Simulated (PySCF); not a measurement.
Geometry (Å), atoms numbered from 1 in this order:
```xyz
23

C     2.297   -2.084   -0.106
C     1.176   -1.356   -0.113
C    -0.089   -2.021   -0.352
C    -1.281   -1.428   -0.284
O    -1.418   -0.133    0.094
C    -2.633    0.504   -0.244
C    -2.660    1.871    0.419
Si    1.190    0.520    0.154
C     3.003    1.094    0.255
H     3.265   -1.643    0.055
H     2.284   -3.154   -0.258
H    -0.063   -3.073   -0.601
H    -2.202   -1.964   -0.495
H    -3.481   -0.107    0.099
H    -2.706    0.611   -1.336
H    -1.812    2.459    0.079
H    -3.582    2.387    0.167
H    -2.593    1.763    1.497
H     0.562    0.895    1.424
H     0.606    1.214   -1.004
H     3.518    0.663    1.108
H     3.566    0.835   -0.637
H     3.050    2.174    0.363
```

PySCF 2.14.0 with density-fitted response routines calculation with GFN2-xTB structure and shielding tensors at PBE0/pcSseg-1 (GIAO); single conformer, no solvent, no relativistic terms, rapidly exchanging positions averaged.

References, each an isolated molecule treated in the same way: TMS for 13C (σ = 186.93 ppm), 1H (σ = 31.72 ppm), 29Si (σ = 349.16 ppm); H2O for 17O (σ = 336.08 ppm).

```
      atoms  nucleus  count  Hirshfeld charge  δ (ppm)
H16/H17/H18       1H      3              0.05     1.47
         O5      17O      1             -0.07    128.4
    H14/H15       1H      2              0.04     3.93
         C6      13C      1              0.02     70.8
    H19/H20       1H      2             -0.09     4.77
         C1      13C      1             -0.10        ?
         C9      13C      1             -0.22     -5.5
         C3      13C      1             -0.09    121.1
        H11       1H      1              0.04        ?
        Si8     29Si      1              0.31        ?
        H12       1H      1              0.05     5.59
        H13       1H      1              0.05     6.08
         C4      13C      1              0.02    152.6
        H10       1H      1              0.04        ?
H21/H22/H23       1H      3              0.04        ?
         C2      13C      1             -0.09    147.7
         C7      13C      1             -0.12     17.5
```

**Question.** Fill in the missing shifts.

**Answer.** 
- C1: 131.3 ppm, terminal =CH2 carbon; as expected for a trigonal carbon in a double bond
- H11: 5.91 ppm, hydrogen on a terminal =CH2 carbon; a vinylic proton, deshielded by the sp2 carbon and the C=C anisotropy
- H10: 5.38 ppm, hydrogen on a terminal =CH2 carbon; attached to an sp2 carbon and in the plane of the double bond
- H21/H22/H23: 0.06 ppm, hydrogen on a methyl carbon bonded to Si; an electropositive neighbour shields it, as in TMS itself
- Si8: -50.1 ppm, silicon bonded to 2 C, 2 H

Shifts are as computed. Against solution values, carbons near 30 ppm lie about +3 ppm off and those near 130 ppm about +5 ppm. Of 1309 compounds with measured shifts, 239 miss one by over three times the rms of a fit or turn the order of signals round; such compounds aren't used in these exercises. Experimental scales use liquid or dissolved standards, which lie at an offset from isolated H2O (liquid H2O: subtract about 36 ppm).
